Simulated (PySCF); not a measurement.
Calculation: PySCF with B3LYP-D3(BJ)/def2-TZVP // B3LYP-D3(BJ)/def2-SVP. All species are isolated molecules in the gas phase. B3LYP has the VWN-RPA correlation part, as in Gaussian. Delta-SCF ions had no search for a lower state. Excitations are Tamm–Dancoff values on a coarser integration grid. The basis has no diffuse functions, so Rydberg states are missing or too high.

Reference species (SMILES): `FC(F)(F)c1cccc([SiH3])c1` (neutral, multiplicity 1).

| Item | Result |
|---|---|
| S1–T1 gap (TDA) | 1.20 eV |
| vertical ionisation energy (Delta-SCF) | 9.54 eV |
| T1 excitation (TDA) | 3.99 eV |
| HOMO | -7.62 eV |

Changed species: `FC(c1ccc(cc1)[SiH3])(F)F`.

Question: Give the shifts of the S1–T1 gap (TDA), vertical ionisation energy (Delta-SCF), T1 excitation (TDA) and HOMO.

Answer: the S1–T1 gap (TDA) increases by 0.02 eV, to 1.22 eV; the vertical ionisation energy (Delta-SCF) increases by 0.03 eV, to 9.57 eV; the T1 excitation (TDA) drops by 0.03 eV, to 3.96 eV; the HOMO falls by 0.06 eV, to -7.68 eV.
